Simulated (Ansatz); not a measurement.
`C#[C][Al]([NH2])[F]` + H₂ → `C#[C][AlH][NH2]` + H–F at 400 K and 1 bar (hydrogenolysis of the Al–F bond).

Calculated with Ansatz (gas phase, PBE0-D4/def2-TZVP geometries, no zero-point term in ΔE). CBS: MP2 limit from def2 TZ/QZ plus the TZ coupled-cluster correction, frozen cores. This one scheme is used for every species. One conformer a species, not always the lowest.

```
              species  CCSD(T)/CBS energy (Eh)  H − E (kJ/mol)  S (J/(mol·K))
`C#[C][Al]([NH2])[F]`               -474.49892           156.0          369.2
                   H₂                 -1.17544            38.0          139.0
    `C#[C][AlH][NH2]`               -375.21570           163.9          343.6
                  H–F               -100.39570            36.5          182.2
```

H − E and S are ideal-gas, rigid-rotor, harmonic terms from PBE0-D4/def2-TZVP, for one conformer and one mirror image of each species. The MP2-based limit puts H₂ 0.8 mEh under its directly extrapolated value; such offsets cancel only in part. 1 Eh = 2625.50 kJ/mol, R = 8.31446 J/(mol·K).

Problem. By hand: ΔE, ΔH, ΔS and ΔG.

Solution. ΔE = (-375.21570) + (-100.39570) − (-474.49892) − (-1.17544) = 0.06296 Eh = 165.3 kJ/mol. Δ(H − E) = 163.9 + 36.5 − 156.0 − 38.0 = 6.4, so ΔH = 171.7 kJ/mol. ΔS = 343.6 + 182.2 − 369.2 − 139.0 = 17.6 J/(mol·K). ΔG = 171.7 − 400 × (17.6)/1000 = 164.7 kJ/mol.

Problem. By hand: the equilibrium constant, and the temperature at which ΔG would vanish if ΔH and ΔS stayed fixed.

Solution. log₁₀ K = −ΔG/(RT ln 10) = -21.5. ΔG = 0 at ΔH/ΔS = 9756 K, far beyond where these terms or the molecules hold.

ΔH outweighs TΔS. A doubt of 5 kJ/mol in ΔE shifts log₁₀ K by 0.7 here. Other conformers and mirror images would add mixing entropy, several J/(mol·K) or more a flexible species. These are equilibria of isolated gas molecules and say nothing of rates. Largest T1 diagnostic: 0.013 (customary marks: 0.02 for closed shells, 0.045 for open ones).
